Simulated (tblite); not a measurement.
Compound: C4H10Cl2Si.
Atom-mapped SMILES: `[CH3:1][CH2:2][CH2:3][SiH2:4][CH:5]([Cl:6])[Cl:7]` (hydrogens: H8, H9, H10 on C1; H11, H12 on C2; H13, H14 on C3; H15, H16 on Si4; H17 on C5)

The geometry is computed with GFN2-xTB (gas phase).

Q: List the bond lengths, angles and torsions at this level.

A: 
| bond | length (bohr) |
| --- | --- |
| C1–C2 | 2.880 |
| C2–C3 | 2.887 |
| C3–Si4 | 3.577 |
| Si4–C5 | 3.645 |
| C5–Cl6, C5–Cl7 | 3.354 |
| C1–H8, C1–H9, C1–H10 | 2.055 |
| C2–H11, C2–H12 | 2.063 |
| C3–H13, C3–H14 | 2.065 |
| Si4–H15, Si4–H16 | 2.768 |
| C5–H17 | 2.056 |

Bonds in one row agree within 0.02 bohr and their mean is given. A selection of angles:
| angle | degrees |
| --- | --- |
| C2–C1–H8 | 110.5 |
| H8–C1–H9 | 108.4 |
| C1–C2–C3 | 111.6 |
| C1–C2–H11 | 109.4 |
| C3–C2–H11 | 109.5 |
| H11–C2–H12 | 107.4 |
| C2–C3–Si4 | 113.0 |
| C2–C3–H13 | 108.8 |
| Si4–C3–H13 | 109.8 |
| H13–C3–H14 | 106.4 |
| C3–Si4–C5 | 107.7 |
| C3–Si4–H15 | 113.1 |
| C5–Si4–H15 | 105.4 |
| H15–Si4–H16 | 111.3 |
| Si4–C5–Cl6 | 109.8 |
| Si4–C5–H17 | 114.5 |
| Cl6–C5–Cl7 | 109.7 |
| Cl6–C5–H17 | 106.5 |
| Cl7–C5–H17 | 106.5 |

Torsions: C1–C2–C3–Si4 180° (antiperiplanar); C2–C3–Si4–C5 180° (antiperiplanar); C3–Si4–C5–Cl6 60° (synclinal).

The 2 C–Si bonds span 1.893 Å (C3–Si4, drawn single) to 1.929 Å (Si4–C5, drawn single), a spread of 0.036 Å. Si4 (SiH2 silicon) is distorted tetrahedral (angles from 105.4° to 113.1°).

Point group: Cs (every atom within 0.08 Å of its image). Its GFN2-xTB frequencies are all real (lowest 37 cm⁻¹). One conformer, not necessarily the lowest. 3 starts were optimised and ended at 0.00, 0.12 and 1.13 kcal/mol (GFN2-xTB); the lowest of these is shown.

On Arm Neoverse N1, one thread, shared host, this took 0.57 s wall. These figures are those of the optimisation.
